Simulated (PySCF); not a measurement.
CH3Se, SMILES C[Se], multiplicity 2. Geometry optimised at ωB97X-D3(BJ)/def2-TZVP. The isomer is the one that the SMILES or the coordinates give; other isomers of the formula were not compared.

Calculation: ωB97X-D3(BJ)/def2-TZVP (PySCF 2.14.0).

Harmonic wavenumbers (cm⁻¹): 635, 638, 839, 1325, 1398, 1479, 3072, 3156, 3172. Rotational constants (GHz): 158.1, 9.601, 9.591; symmetry number 1.

Question: Work out the zero-point energy and the ideal-gas rigid-rotor harmonic-oscillator thermochemistry at 298.15 K and 1 atm.

Answer: ZPE = ½ Σ hcν = ½ × 15715 cm⁻¹ = 22.47 kcal/mol. H − E(el) = 25.07 kcal/mol. Entropy in cal/(mol K): translation 39.53, rotation 20.63, vibration 1.02, spin 1.38, total 62.56. G − E(el) = 6.42 kcal/mol. Cp = 10.77 cal/(mol K).
